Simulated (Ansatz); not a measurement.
`BCB(C)Cl` and `CB(Cl)CN` differ in one atom or group.

Ansatz, PBE0-D4/def2-TZVP geometries, multiplicity 1. Each molecule was computed in one conformer, which needn't be the lowest.

```tsv
property	`BCB(C)Cl`
size of the dipole moment (PBE/def2-TZVPP) / D	1.46
HOMO–LUMO gap (ωB97M-V/def2-TZVPP) / eV	10.78
HOMO energy (PBE0/def2-TZVPP) / eV	-8.39
HOMO energy (B3LYP/def2-TZVPP) / eV	-8.16
size of the dipole moment (B3LYP/def2-TZVPP) / D	1.50
HOMO energy (PBE/def2-TZVPP) / eV	-7.06
```

Task: What does the change do to each property? (Best estimate.)

Result: The calculation gave: 
```csv
property,`CB(Cl)CN`,shift
size of the dipole moment (PBE/def2-TZVPP) / D,1.78,0.32
HOMO–LUMO gap (ωB97M-V/def2-TZVPP) / eV,10.64,-0.14
HOMO energy (PBE0/def2-TZVPP) / eV,-6.85,1.54
HOMO energy (B3LYP/def2-TZVPP) / eV,-6.61,1.55
size of the dipole moment (B3LYP/def2-TZVPP) / D,1.85,0.35
HOMO energy (PBE/def2-TZVPP) / eV,-5.36,1.70
```

With PBE0 the HOMO rises by 1.54 eV and the LUMO rises by 1.17 eV, so the gap narrows by about 0.37 eV. PBE moves the HOMO by 1.70 eV and ωB97M-V by 1.41 eV. Dipoles are sizes alone; their direction can turn.

B3LYP here is the variant with VWN-RPA as its local correlation; programs differ in this.
